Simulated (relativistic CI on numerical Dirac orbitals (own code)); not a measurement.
## Transition arrays of Rh XXIII

These numbers are calculated, not measured: Dirac-Coulomb-Breit CI, KLI orbitals optimised for each configuration, a model potential for QED, valence Slater integrals scaled by 0.9, whole transition arrays (own radial code, finite nucleus).

Configuration list (outside the closed core [Ne] 3s2): 3p⁶3d⁵, 3p⁶3d⁴4f, 3p⁵3d⁶, 3p⁶3d⁴4p, 3p⁶3d⁴5f. Levels of other configurations are missing.

All E1 lines from the levels of 3p⁶3d⁵; mean and standard deviation are weighted by gf, and upper levels are sorted by their leading configuration.

```tsv
Upper configuration	Lines	Σgf	Mean (eV)	Mean (nm)	σ (eV)	Strongest line (nm)
3p⁶3d⁴4f	5470	909.8	595.31	2.083	6.25	2.065
3p⁵3d⁶	3245	240.5	194.00	6.391	16.08	5.756
3p⁶3d⁴4p	3245	52.4	466.31	2.659	6.03	2.659
3p⁶3d⁴5f	5470	305.5	761.70	1.628	6.87	1.618
```

Σgf per state of the lower configuration in bins of 0.2 nm over the central range (centre: value): 1.7: 1.20, 2.1: 3.61, 2.7: 0.20, 5.7: 0.07, 5.9: 0.18, 6.1: 0.16, 6.3: 0.13, 6.5: 0.08, 6.7: 0.08, 6.9: 0.07, 7.1: 0.09.

Problem. How do configuration mixing and the scaling of the Slater integrals move the arrays?

Solution. Slater scale 0.9, no configuration mixing: 3p⁶3d⁴4f 595.4 ± 6.3 eV (Σgf 910.4), 3p⁵3d⁶ 194.4 ± 16.1 eV (Σgf 257.5), 3p⁶3d⁴4p 466.5 ± 6.0 eV (Σgf 50.8), 3p⁶3d⁴5f 761.4 ± 6.9 eV (Σgf 242.0); Slater scale 1: 3p⁶3d⁴4f 596.3 ± 6.8 eV (Σgf 915.1), 3p⁵3d⁶ 195.8 ± 17.0 eV (Σgf 240.7), 3p⁶3d⁴4p 466.4 ± 6.6 eV (Σgf 52.6), 3p⁶3d⁴5f 762.1 ± 7.5 eV (Σgf 307.8); Slater scale 0.8: 3p⁶3d⁴4f 594.3 ± 5.7 eV (Σgf 904.4), 3p⁵3d⁶ 192.2 ± 15.2 eV (Σgf 240.2), 3p⁶3d⁴4p 466.2 ± 5.5 eV (Σgf 52.2), 3p⁶3d⁴5f 761.3 ± 6.2 eV (Σgf 303.3). With mixing, levels are counted to their leading configuration, so an array can shrink or vanish into another, and the sums then hold other lines.
